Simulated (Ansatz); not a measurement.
Two isomers of C2H6F2OSi: A = `C[SiH2]OC(F)F`, B = `OC(F)([SiH3])CF`.

Isolated molecules relaxed with PBE0-D4/def2-TZVP in Ansatz; ΔE leaves out vibrations. CCSD(T)/CBS adds triple-zeta CCSD(T) − MP2 to the extrapolated MP2 energy (def2 sets, frozen cores). DFT in def2-TZVPP. Each species was taken in one conformer, which may not be the lowest.

Question: Which is lower in electronic energy at CCSD(T)/CBS, and by how much? (Best estimate.)

Answer: Ansatz gave: A, by 48.5 kcal/mol.

Question: Give E(B) − E(A) in kcal/mol with PBE-D4, PBE0-D4, CCSD/def2-TZVPP, B2PLYP, MP2/def2-TZVPP, r2SCAN-D4, CCSD(T)/def2-TZVPP. (Best estimate.)

Answer: Ansatz gave: PBE-D4 45.4, PBE0-D4 47.9, CCSD/def2-TZVPP 49.7, B2PLYP 49.7, MP2/def2-TZVPP 51.1, r2SCAN-D4 49.6, CCSD(T)/def2-TZVPP 48.9. None reverses the order clearly.

Largest T1 diagnostic: 0.012.

From PBE to PBE0 (25 % exact exchange), in def2-TZVPP and without D4, E(B) − E(A) moves by +2.5 kcal/mol. In def2-TZVPP, CCSD(T) changes the Hartree–Fock value by −5.1 kcal/mol (the triples alone add −0.8 kcal/mol) and MP2 by −3.0 kcal/mol.
